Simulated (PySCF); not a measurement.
# Assignment exercise: C5H11NOSi

Numbering as in the mapped SMILES `[CH3:1][C:2](=[O:3])[NH:4][CH:5]1[CH2:6][SiH2:7][CH2:8]1`. Each H is labelled by its parent atom. Ha(C6), Ha(Si7), Ha(C8) are cis to N4 on the ring; Hb(C6), Hb(Si7), Hb(C8) are trans to N4 on the ring.

Single conformer, non-relativistic Hamiltonian, averaged over atoms made equivalent by symmetry, fast rotation or ring inversion, in vacuum. Geometry from GFN2-xTB; NMR shieldings at PBE0/pcSseg-1/GIAO; PySCF 2.14.

Referencing at the same level of theory: $^{13}$C (σref 186.93), $^{1}$H (σref 31.72) against TMS.

(1) Assign these signals to the numbered atoms. $^{13}$C{$^{1}$H} NMR (computed): δ 166.0 (C), 42.7 (CH), 24.7 (CH3), 23.5 (CH2).

(2) Assign these signals to the numbered atoms. $^{1}$H NMR (400 MHz, computed): δ 4.95 (m, 1H), 4.65 (br, 1H), 4.46 (m, 1H), 4.29 (m, 1H), 2.05 (m, 2H), 1.84 (s, 3H), 1.24 (m, 2H).

## Answers

(1) 
| δ (ppm) | atoms | environment | reason |
| --- | --- | --- | --- |
| 166.0 | C2 | amide carbonyl carbon | it is a carbonyl in resonance with an O or N lone pair, the region of acids, esters and amides |
| 42.7 | C5 | sp3 CH bonded to N | pulled downfield by the heteroatom |
| 24.7 | C1 | methyl carbon α to a carbonyl | the adjacent C=O deshields it moderately |
| 23.5 | C6/C8 | sp3 CH2 bonded to Si | – |

C1 and C6/C8 lie closer than the usual error of such a calculation, so a measured spectrum could show them in the other order.

(2) 
| δ (ppm) | atoms | environment | reason |
| --- | --- | --- | --- |
| 4.95 | H(C5) | hydrogen on an sp3 CH bonded to N | its carbon carries N, hence the downfield position |
| 4.65 | H(N4) | hydrogen on an amide-type nitrogen | labile proton, position sensitive to the medium |
| 4.46 | Ha(Si7) | hydrogen on a silicon bonded to 2 C, in a 4-membered ring | – |
| 4.29 | Hb(Si7) | hydrogen on a silicon bonded to 2 C, in a 4-membered ring | – |
| 2.05 | Hb(C6)/Hb(C8) | hydrogen on an sp3 CH2 bonded to Si | – |
| 1.84 | H(C1) | hydrogen on a methyl carbon α to a carbonyl | α to C=O |
| 1.24 | Ha(C6)/Ha(C8) | hydrogen on an sp3 CH2 bonded to Si | – |

The OH or NH signal is concentration- and solvent-dependent in practice; the value given is the gas-phase one. Amide-type NH protons are broadened by 14N but still split neighbouring CH signals. Shifts are as computed. Against solution values, carbons near 30 ppm lie about +3 ppm off and those near 130 ppm about +5 ppm. Of 1211 compounds with measured shifts, 218 miss one by over three times the rms of a fit or turn the order of signals round; such compounds aren't used in these exercises. The C=O carbon of an acid or of an amide with N–H lies up to 10 ppm further downfield in solution, through hydrogen bonding that the calculation lacks. No couplings were computed; multiplicities are counted from neighbouring protons, with m where these are inequivalent, close in shift, in a saturated or five-membered ring or joined by F or P, and br s for small geminal =CH2 splittings.
